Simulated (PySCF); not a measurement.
# What a mistake does to a calculation on AlGeH7N2

All numbers below are calculated, not measured. The program is PySCF 2.14.0, an open-source quantum chemistry code, run on an isolated molecule that a program drew, which may never have been made. The molecule is AlGeH7N2 (charge 0, singlet), drawn as the SMILES string `[NH2][GeH2][NH][AlH2]`.

Each row is a Hartree-Fock (HF) and frozen-core CCSD(T) single point in the cc-pV(D+d)Z basis, meant for a local HF minimum. Run 1 is clean. Each other run has one planted mistake out of seven kinds, and not every kind appears here: one electron removed, one electron added, multiplicity raised by two, geometry at a saddle point, minimal basis STO-3G, one bond length entered in bohr, all coordinates scaled. The reference is restricted for singlets and unrestricted otherwise, and also for a bond in bohr. Adding or removing an electron swaps singlet and doublet. Electrons count all cores. HOMO and LUMO are orbital energies over both spins, the gradient is its largest component, and the lowest frequency (negative if imaginary) is given only where the gradient is small. Bond lengths are over the 10 bonds as drawn. T1 is the CCSD diagnostic: over 0.02 (restricted) or 0.045 (unrestricted) a single reference is doubtful. Germanium has the cc-pVDZ-PP basis, with a core potential (ECP10MDF) in place of its 10 inner electrons, and its 3s, 3p and 3d shells are frozen in CCSD(T).

Geometry of the clean run:
```xyz
11
AlGeH7N2, angstrom
N     1.4480    0.5234   -0.7268
Ge    0.7416   -1.1505   -0.4464
N     0.2041   -1.2401    1.3070
Al   -1.3241   -1.7411    2.0610
H     1.9485    0.6248   -1.5935
H     0.7845    1.2763   -0.6592
H     1.8780   -2.1313   -0.7594
H    -0.4913   -1.4839   -1.2982
H     0.9455   -0.9525    1.9270
H    -1.4335   -1.7150    3.6365
H    -2.5211   -2.1896    1.1364
```

```
run,electrons,basis functions,<S^2>,HOMO (eV),LUMO (eV),gradient (hartree/bohr),lowest frequency (cm^-1),mean bond (Å),longest bond (Å),T1,HF (hartree),CCSD(T) (hartree),mistake
1,66,109,0.000,-10.64,1.99,3.6e-05,52,1.4697,1.838,0.0132,-648.32007,-648.89496,no fault
2,65,109,0.836,-14.09,-9.17,6.5e-02,-,1.4697,1.838,0.0268,-647.94233,-648.50024,one electron removed
3,66,109,0.000,-10.55,1.93,1.4e-02,-,1.4976,1.873,0.0138,-648.31638,-648.89536,all coordinates scaled
4,67,109,0.766,1.10,7.77,3.8e-02,-,1.4697,1.838,0.0139,-648.26261,-648.85071,one electron added
5,66,109,0.990,-7.86,1.81,1.8e-02,-,1.6332,3.474,0.0164,-648.22372,-648.76341,?
6,66,109,2.006,-4.92,-3.02,5.0e-02,-,1.4697,1.838,0.0602,-648.09635,-648.67040,?
```

**Which mistake was planted in run 5, and what did it cost?**

The mean bond changes by a factor of 1.111 and the longest by 1.890, so the molecule wasn't scaled as a whole. A length L in bohr read as angstrom grows by (1/0.5292 - 1) L = 0.890 L. The 10 bonds together grew by 10 x 0.1635 = 1.635 Å, which gives L = 1.838 Å. That is the length of one of the Ge-N bonds, 1.838 Å in the clean geometry. So the mistake is: one bond length entered in bohr. Subtracting run 1 and multiplying by 627.51 kcal/mol a hartree, the energy moved by 60.5 kcal/mol in HF and 82.5 kcal/mol in CCSD(T).

**Which mistake was planted in run 6, and what did it cost?**

Electrons, basis and geometry are unchanged, and <S^2> is 2.006, beside S(S+1) = 2.00 for a multiplicity of 3. So the mistake is: multiplicity raised by two. Subtracting run 1 and multiplying by 627.51 kcal/mol a hartree, the energy moved by 140.4 kcal/mol in HF and 140.9 kcal/mol in CCSD(T).

Cautions from the logs. Run 4: the HOMO is above zero, so the electron isn't bound and the energy depends on the basis; run 6: T1 is over the limit, so its CCSD(T) energy is less reliable.
